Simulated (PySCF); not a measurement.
Compound: C₄H₇Ga.
SMILES: `C[C@@H]1C=[C]1[GaH2]`

Computed geometry: PBE0-D3(BJ)/def2-SVP, gas phase.

Masses are those of the commonest isotopes; rigid-rotor values at the optimised geometry. 

Task: Give the principal moments of inertia and the rotational constants in GHz.

Result: Ia = 58.07, Ib = 341.27, Ic = 381.46 u·Å²; 505379 MHz·u·Å²/I gives 8702, 1481 and 1325 MHz, that is A = 8.7022, B = 1.4809, C = 1.3249 GHz.

Task: Classify the top.

Result: A near-prolate asymmetric top; Ray's κ = -0.958.

Task: Is it planar, by Δ = Ic − Ia − Ib?

Result: Not planar: Δ = Ic − Ia − Ib = -17.89 u·Å². For a rigid frame Δ = −2 Σ m c², so Σ m c² = 8.94 u·Å² lies off the ab plane: 4.86 from hydrogen and 4.08 from heavier atoms. The atom farthest from that plane is 1.54 Å away.

Task: List the rotational levels J(Ka,Kc) to J = 4 (K).

Result: Above 0(0,0), as E/k:
J = 1: 1(0,1) 0.135, 1(1,1) 0.481, 1(1,0) 0.489
J = 2: 2(0,2) 0.404, 2(1,2) 0.743, 2(1,1) 0.766, 2(2,1) 1.805, 2(2,0) 1.805
J = 3: 3(0,3) 0.807, 3(1,3) 1.136, 3(1,2) 1.181, 3(2,2) 2.209, 3(2,1) 2.210, 3(3,1) 3.961, 3(3,0) 3.961
J = 4: 4(0,4) 1.345, 4(1,4) 1.659, 4(1,3) 1.734, 4(2,3) 2.748, 4(2,2) 2.750, 4(3,2) 4.500, 4(3,1) 4.500, 4(4,1) 6.952, 4(4,0) 6.952
Those of J = 1 are B + C, A + C and A + B.

Stationary, but not proved a minimum. Zero-point vibration and centrifugal distortion are left out.
